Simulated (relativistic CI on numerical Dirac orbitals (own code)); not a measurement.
What each ingredient does to the levels of Cs¹⁷⁺

Base calculation: Dirac-Coulomb-Breit CI, separate exchange-only KLI orbitals for each configuration, model QED (radiative potential, 1s self-energy scaled to tabulated hydrogen-like ionisation energies), unscaled Slater integrals.

CI space (outside the closed core [Ar] 3d10): 4s²4p⁶4d², 4s²4p⁵4d³, 4s²4p⁶4d4f, 4s4p⁶4d³, 4s²4p⁵4d²4f, 4s²4p⁶4d5s, 4s4p⁶4d²4f, 4s²4p⁶4d5p, 4s²4p⁶4f5s, 4s²4p⁶4d5d, 4s²4p⁶4f², 4s²4p⁵4f³, 4s4p⁶4f³, 4s²4p⁶4f5p, 4s²4p⁵4f²5p, 4s4p⁶4f²5p, 4s²4p⁶5s², 4s²4p⁵4f5s², 4s4p⁶4f5s². Double excitations out of closed p, d and f shells are left out; levels of such configurations are missing from the list, as are those of other unlisted configurations, and high levels can miss mixing partners.

Variants: (1) configuration mixing switched off. Shifts of the energy above 4s²4p⁶4d² ³F2, in cm⁻¹, for the lowest level and the first level of each name with at least 55 % of one term (blank where a level changes its place among those of its configuration and J or its character, or is not in the variant):

```csv
Level,Base,Δ(1)
4s²4p⁶4d² ³F2,0,0
4s²4p⁶4d² ³F3,20205,-75
4s²4p⁶4d² ³P0,33323,+2154
4s²4p⁶4d² ³F4,35994,+192
4s²4p⁶4d² ³P1,44944,+2538
4s²4p⁶4d² ¹G4,64326,+1625
4s²4p⁶4d² ¹S0,129385,-3476
4s²4p⁵4d³ ⁵D°1,686868,-19693
4s²4p⁵4d³ ⁵D°0,692355,-20357
4s²4p⁵4d³ ⁵S°2,697622,-18191
4s²4p⁵4d³ ⁵G°6,724291,-16153
4s²4p⁵4d³ ³G°3,726718,-16689
4s²4p⁵4d³ ³P°0,750067,-19213
4s²4p⁵4d³ ³I°7,766001,-16137
```

At this charge energies of transitions that change n are usually good to better than 1 %, and those within a shell (Δn = 0) to a few per cent. Terms inside the open d or f shell come out 10 to 20 % too wide with unscaled integrals.

Ionisation energy from the two ground configurations alone: base 445.305 eV. The NIST ASD value (theoretical) is 445 eV.

LS names give the leading component of a level, which can be under half, so a name can repeat, a term be missing and a line seem to break the LS rules.
